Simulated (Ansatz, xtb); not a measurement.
# GaH6OP: which of two structures lies lower

We compare X, a singlet given by its coordinates, with Y, a singlet given by its coordinates. Both are isolated molecules in the gas phase, relaxed with B3LYP/6-31G*.

X (Å):

```
atom    x (Å)    y (Å)    z (Å)
  Ga  -0.8607  -1.6315   0.3770
   O  -0.2730  -0.7431   2.3375
   P   0.8948  -1.1605  -1.1185
   H  -0.9812  -0.1248   2.5845
   H  -0.3061  -1.4644   2.9881
   H  -0.9528  -3.1066   0.9614
   H  -2.1794  -0.7519   0.2610
   H   1.9291  -1.5780  -0.2294
   H   0.9975   0.2156  -0.7573
```

Close contacts (Å): Ga1–O2 2.23, Ga1–P3 2.35, Ga1–H6 1.59, Ga1–H7 1.59, O2–H4 0.97, O2–H5 0.97, P3–H8 1.43, P3–H9 1.43.

Y (Å):

```xyz
9

Ga   -1.0768   -2.2391    0.6504
O     0.1321   -2.7721    1.9262
P     0.3341    0.0517    0.3749
H    -0.2235   -2.5676    2.8046
H    -0.8044   -2.8426   -0.7752
H    -2.4544   -1.6686    1.1791
H     0.2000    1.1744   -0.4808
H     1.6962   -0.2194    0.1161
H     0.5243    0.7652    1.5809
```

Close contacts (Å): Ga1–O2 1.84, Ga1–P3 2.70, Ga1–H5 1.57, Ga1–H6 1.58, O2–H4 0.97, P3–H7 1.42, P3–H8 1.41, P3–H9 1.41.

Question: Estimate E(Y) − E(X) at the level CCSD(T)/def2-TZVP.

Answer: Calculated at CCSD(T)/def2-TZVP: E(Y) − E(X) = −8.35 kJ/mol, so structure Y lies lower.

How the difference moves with the method:

```
             level      geometry  E(Y) − E(X) (kJ/mol)  departure from the last row (kJ/mol)  job, with rough time for the two
          GFN2-xTB      GFN2-xTB                  −77.45                                −69.10              optimisation, 0.32 s
         HF/STO-3G      GFN2-xTB                   +6.35                                +14.70               single point, 0.6 s
r2SCAN-D4/def2-SVP      GFN2-xTB                  +32.67                                +41.02               single point, 6.3 s
      B3LYP/6-31G*  B3LYP/6-31G*                   −4.81                                 +3.54                optimisation, 77 s
      HF/def2-TZVP  B3LYP/6-31G*                  −14.52                                 −6.17           part of the CCSD(T) run
     MP2/def2-TZVP  B3LYP/6-31G*                  −10.41                                 −2.06           part of the CCSD(T) run
 CCSD(T)/def2-TZVP  B3LYP/6-31G*                   −8.35                                                   single point, 2.2 min
```

HF/STO-3G, r2SCAN-D4/def2-SVP put the two in the other order. The largest departure from CCSD(T)/def2-TZVP is that of GFN2-xTB, 69.10 kJ/mol.

With harmonic frequencies from B3LYP/6-31G* (ideal gas, rigid rotor, one conformer each, 1000 K, 1 atm): on the last row, ΔE + ΔZPE = −13.35, ΔH = −14.40, ΔG = −11.53 kJ/mol.

The correlated steps freeze 15 core orbitals; the filled d shell of Ga is correlated, in a basis made for valence electrons. Mirror images aren't counted in ΔG. Programs: Ansatz 0.2.0, xtb 6.7.1; the last row on 1 thread of Arm Neoverse V1 on a shared host.
